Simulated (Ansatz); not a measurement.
Gas-phase electronic energies from Ansatz, PBE0-D4/def2-TZVP geometries. CCSD(T)/CBS is the MP2 limit (def2-TZVPP, def2-QZVPP) plus CCSD(T) − MP2 in def2-TZVPP, frozen cores. This one scheme is used for every species. Functionals use def2-TZVPP. For Br outer-core shells are correlated without core-valence functions, which leaves a few kJ/mol of doubt a bond. Scalar relativity is left out up to krypton. One conformer a species, not always the lowest.

Reaction (ligand exchange at the Si–Br bond): `O[SiH](S)Br` + `[SiH3]P` → `O[SiH](S)P[SiH3]` + HBr

| level | ΔE (kJ/mol) | difference from CCSD(T)/CBS |
| --- | --- | --- |
| revPBE-D4 | 54.0 | -12.3 |
| r2SCANh-D4 | 65.8 | -0.5 |
| ωB97M-V | 68.3 | 2.0 |
| PBE | 63.5 | -2.8 |
| revPBE | 67.3 | 1.0 |
| PBE0 | 66.9 | 0.6 |
| BHLYP | 80.8 | 14.5 |
| MP2/def2-SVP | 65.6 | -0.7 |
| CCSD(T)/def2-SVP | 63.6 | -2.7 |
| MP2/def2-QZVPP | 66.7 | 0.4 |
| CCSD(T)/CBS | 66.3 | 0 |

Largest T1 diagnostic among the species: 0.013.

Leaving LDA and LC-ωPBE aside and taking each functional with its dispersion term where it has one, the values, not all of them listed here, spread over 18.9 kJ/mol, from revPBE-D4 to B2PLYP. LDA lies −7.6 kJ/mol from PBE without D4. In def2-TZVPP, CCSD(T) changes the Hartree–Fock value by −26.7 kJ/mol (the triples alone add −4.6 kJ/mol) and MP2 by −25.6 kJ/mol.

CCSD(T)/CBS has its own doubt, a few kJ/mol and more with outer-core shells, so smaller differences from it don't rank the levels.
